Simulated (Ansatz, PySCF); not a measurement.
Gas-phase reaction R1 → P1 + P2, each structure at its B3LYP-D3(BJ)/def2-TZVP stationary point, reached from a drawn start (curvature not checked).
R1: C2H4 (SMILES C=C), charge 0, multiplicity 1.
P1: C atom, charge 0, multiplicity 3.
P2, CH4 (SMILES C) (charge 0, multiplicity 1):
```xyz
5

C      0.000     0.000     0.000
H      0.629     0.629     0.629
H     -0.629    -0.629     0.629
H      0.629    -0.629    -0.629
H     -0.629     0.629    -0.629
```

```tsv
level	reaction energy (eV)	minus CCSD(T)/CBS(cc-pVTZ, cc-pVQZ)
HF/cc-pVDZ	4.215	-1.960
HF/cc-pVTZ	4.331	-1.844
HF/cc-pVQZ	4.351	-1.824
SVWN5/def2-TZVPP	7.371	1.196
BLYP/def2-TZVPP	6.234	0.059
r2SCAN/def2-TZVPP	6.222	0.048
PBE0/def2-TZVPP	6.334	0.159
M06-2X/def2-TZVPP	6.234	0.060
CAM-B3LYP/def2-TZVPP	6.189	0.015
wB97X-V/def2-TZVPP	6.174	0.000
wB97M-V/def2-TZVPP	6.228	0.054
B2PLYP/def2-TZVPP	6.168	-0.007
MP2/cc-pVQZ	6.357	0.182
MP2/CBS(cc-pVTZ, cc-pVQZ)	6.431	0.257
SCS-MP2/cc-pVDZ	5.731	-0.444
CCSD/cc-pVDZ	5.490	-0.685
CCSD/cc-pVTZ	5.802	-0.373
CCSD(T)/cc-pVTZ	5.980	-0.194
CCSD(T)/cc-pVQZ	6.101	-0.074
CCSD(T)/CBS(cc-pVTZ, cc-pVQZ)	6.174	0.000
```

 The comparison column counts from a level with limits of its own.

P less R. No zero-point or thermal terms; singlets are restricted closed shells; open shells are unrestricted; no spin–orbit coupling.

Cores are frozen in the correlated methods. CBS(a, b) extrapolates the correlation energy as X⁻³ and adds the Hartree–Fock energy of set b.

Codes used: Ansatz (an electronic-structure program); PySCF for M06-2X. All values are computed, each at the level named.
